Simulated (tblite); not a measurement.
C₆H₁₃OP.
Structure used (GFN2-xTB), in Å, numbered top down from 1:
```
atom  x, y, z in Å
C1     3.358   -0.030   -0.539
C2     2.462   -0.693    0.473
O3     2.826   -1.000    1.580
C4     1.048   -0.906    0.007
P5     0.169    0.752    0.112
C6    -1.590    0.140    0.357
C7    -2.447    1.307    0.842
C8    -2.133   -0.431   -0.949
H9     3.536   -0.710   -1.369
H10    2.862    0.860   -0.927
H11    4.308    0.238   -0.085
H12    1.024   -1.229   -1.036
H13    0.540   -1.634    0.644
H14    0.413    0.918    1.484
H15   -1.582   -0.645    1.123
H16   -3.473    0.982    1.002
H17   -2.451    2.108    0.105
H18   -2.062    1.706    1.779
H19   -3.161   -0.763   -0.817
H20   -2.116    0.328   -1.729
H21   -1.540   -1.281   -1.282
```

All values are computed: GFN2-xTB (tblite) harmonic vibrations without scaling, gas phase. Errors from tens to a few hundred cm⁻¹ against measured bands are possible. Modes of hydrogen on phosphorus can be 10 to 20 % off. One conformer, not necessarily the lowest.

Harmonic wavenumbers (cm⁻¹): 30.4, 49.4, 73.4, 114.9, 120.8, 172.3, 197.6, 219.0, 279.5, 311.4, 386.1, 403.9, 504.8, 541.6, 657.0, 710.3, 753.8, 836.9, 852.1, 924.9, 932.0, 939.2, 980.9, 989.1, 990.1, 1053.6, 1095.3, 1135.4, 1158.1, 1168.3, 1191.4, 1239.1, 1291.5, 1364.4, 1405.7, 1413.7, 1420.0, 1445.7, 1456.9, 1489.0, 1492.0, 1499.4, 1501.5, 1762.9, 2243.4, 2890.4, 2957.2, 2963.3, 3009.3, 3013.1, 3016.7, 3017.3, 3020.4, 3025.3, 3026.6, 3027.6, 3056.7.

A = 3617, B = 771.0, C = 750.7 MHz; mass 132.070 u (most abundant isotopes); point group C1, symmetry number 1.

**Question.** What is the zero-point energy?

**Answer.** Half the sum of the wavenumbers: 38411 cm⁻¹ = 459.50 kJ/mol.

**Question.** What is S at 298.15 K and 1 bar for an ideal gas of classical rigid rotors and harmonic oscillators?

**Answer.** Translation 169.76, rotation 123.09, vibration 150.78: S = 443.6 J/(mol K).

**Question.** And Cp and H(298.15 K) − H(0)?

**Answer.** Cp = 171.40 J/(mol K), of which vibrations give 138.14 (their classical limit is 57 R = 473.9); H(298.15 K) − H(0) = 32.10 kJ/mol without the zero-point energy, 22.18 from vibrations.

**Question.** Blend soft modes into free rotors: weight 1/[1 + (100 cm⁻¹/ν̃)⁴] for the oscillator and the rest for a rotor with moment μB/(μ + B), μ = h/(8π²ν), B = 10⁻⁴⁴ kg m². What vibrational entropy results?

**Answer.** 134.24 J/(mol K) in place of 150.78, which changes −T·S at 298.15 K by +4.93 kJ/mol.

**Question.** What must be added to the electronic energy to get the Gibbs energy at 298.15 K and 1 bar?

**Answer.** ZPE + [H(298.15 K) − H(0)] − T·S = 459.50 + 32.10 − 132.27 = 359.33 kJ/mol.

Hindered rotation and anharmonicity are outside this model. Other conformers, if any are populated, would add a mixing term that is left out. The structure is chiral; the term R ln 2 for an equal mix with its mirror image is left out.
